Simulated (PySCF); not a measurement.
## Where the electron goes

Compound: C6H9FGaN.
Structure used (PBE0-D3(BJ)/def2-SVP), in Å, numbered top down from 1:
```
atom  x, y, z in Å
F1     0.2280    3.0596    0.1657
C2    -0.5563    1.9437    0.2450
C3     0.2573    0.7077   -0.0039
C4     1.6203    0.7911   -0.2823
C5     2.3357   -0.3800   -0.5044
C6     1.6719   -1.6028   -0.4427
C7     0.3131   -1.6027   -0.1604
N8    -0.3750   -0.4749    0.0536
Ga9   -2.4597   -0.6576    0.4660
H10   -1.3712    2.0075   -0.4968
H11   -1.0221    1.8852    1.2440
H12    2.0907    1.7732   -0.3190
H13    3.4052   -0.3385   -0.7241
H14    2.1925   -2.5469   -0.6094
H15   -0.2665   -2.5275   -0.0984
H16   -2.5199    0.0091    1.9030
H17   -3.0533    0.2042   -0.7251
H18   -2.5472   -2.2336    0.3667
```

Computed, not measured: PySCF 2.14.0, density-fitted response routines, TDDFT CAM-B3LYP/def2-SVPD, vertical, gas phase, core orbitals frozen in the response. The CAM-B3LYP/def2-SVPD calculation is non-relativistic and has no spin–orbit coupling, an omission that weighs most on gallium.

Kohn–Sham orbitals with the atoms that hold most of them (Löwdin shares over 4%, at most four atoms; ? is withheld):

```
orbital  ε (eV)                           atoms
 LUMO+2    0.86  Ga9 26%, C6 11%, C5 10%, C4 8%
 LUMO+1   -0.25  C6 19%, C7 18%, C4 18%, C3 17%
   LUMO   -0.95  C5 24%, N8 21%, C7 12%, C3 12%
   HOMO       ?                               ?
 HOMO-1   -8.96                               ?
 HOMO-2   -9.63  C6 21%, C3 19%, C4 17%, C7 17%
 HOMO-3  -10.56  N8 32%, Ga9 19%, H18 7%, C3 7%
```

(1) Which atoms hold the HOMO-1, and with what shares?

(2) Give the leading atoms of the HOMO.

(3) What is the HOMO energy, and the HOMO–LUMO gap?

Answers

(1) Ga9 (bonded to N and 3 H) 38%; H18 (bonded to Ga) 32%; H17 (bonded to Ga) 11%; H16 (bonded to Ga) 10%. By element: hydrogen 53% or more, gallium 38%.

(2) Ga9 (bonded to N and 3 H) 38%; H16 (bonded to Ga) 26%; H17 (bonded to Ga) 25%. By element: hydrogen 51% or more, gallium 38%.

(3) ε(HOMO) = -8.81 eV; the gap is 7.86 eV (0.2889 hartree).

Q: How does S1 compare with the orbital gap of 7.86 eV?

A: S1 is at 5.33 eV (f = 0.071), 2.53 eV below the gap, made of HOMO-2→LUMO (57%), HOMO→LUMO (28%), HOMO-4→LUMO+1 (8%). Its leading pair isn't HOMO and LUMO; the energies of that pair differ by 8.69 eV. 

Q: One configuration dominates each of S2, S5 and S6. Which, and how do the shares of the two leading atoms of either orbital change from the occupied to the empty one?

A: 
- S2 (5.51 eV, f 0.0013), HOMO-1→LUMO (93%): Ga9 38% → at most 12%, H18 32% → at most 12%, C5 at most 9% → 24%, N8 at most 9% → 21%
- S5 (6.25 eV, f 0.039), HOMO→LUMO+1 (86%): Ga9 38% → at most 17%, H16 26% → at most 17%, C6 at most 4% → 19%, C7 at most 4% → 18%
- S6 (6.28 eV, f 0.0007), HOMO-1→LUMO+1 (91%): Ga9 38% → at most 17%, H18 32% → at most 17%, C6 at most 9% → 19%, C7 at most 9% → 18%

Löwdin shares depend on the basis, the more so with diffuse functions.

One conformer stands for the species.
